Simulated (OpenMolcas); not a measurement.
# Cr3+: moving or changing the point charges

Cr3+ among 4 point charges of -1.5 e arranged as a square (D4h), 1.67 Å from the ion.
```
   1.6700    0.0000    0.0000  -1.50
   0.0000    1.6700    0.0000  -1.50
  -1.6700    0.0000    0.0000  -1.50
   0.0000   -1.6700    0.0000  -1.50
```

```
Program             : OpenMolcas 26.06
Method              : CASSCF
Basis               : ANO-RCC-VDZP [5s4p2d1f]
Scalar Hamiltonian  : DKH2, point nucleus
Active space        : 3 electrons in 5 orbitals (3d)
State averaging     : 2S+1 = 4 even, 10 roots; 2S+1 = 2 even, 40 roots
Spin-orbit coupling : state interaction with AMFI integrals over the reference wave functions
```

Runs around this geometry, states (labels of D4, the rotations of D4h). Energies in cm-1 above the lowest state or level, χT in cm3 K/mol.

```json
{"R (Å)": "1.67", "q (e)": "-0.98", "Ground state": "4E", "First state of that spin": "4B1 243.6", "First gap with spin-orbit (degeneracies)": "238.0 (2, 2)", "χT at 300 K": "1.049", "First state of another spin": "2A1 17123"}
{"R (Å)": "1.55", "q (e)": "-1.5", "Ground state": "4A2", "First state of that spin": "4E 2805", "First gap with spin-orbit (degeneracies)": "3.0 (2, 2)", "χT at 300 K": "1.814", "First state of another spin": "2A2 14311"}
{"R (Å)": "1.67", "q (e)": "-1.5", "Ground state": "4A2", "First state of that spin": "4E 662.7", "First gap with spin-orbit (degeneracies)": "13.7 (2, 2)", "χT at 300 K": "1.627", "First state of another spin": "2A2 15001"}
{"R (Å)": "1.84", "q (e)": "-1.5", "Ground state": "4E", "First state of that spin": "4A2 1137", "First gap with spin-orbit (degeneracies)": "229.7 (2, 2)", "χT at 300 K": "1.119", "First state of another spin": "2E 16688"}
```

The ground state changes within this set.

Without dynamic correlation the repulsion within the d shell is too large (B by tens of per cent), so at a given field states of lower spin stand too high. An orbital doublet at a regular site is open to a Jahn-Teller distortion, which this geometry leaves out (holds for R = 1.67, q = -0.98; R = 1.84, q = -1.5). Point charges carry no covalency, so the field is a model and not that of real ligands. No measured value stands beside these numbers.
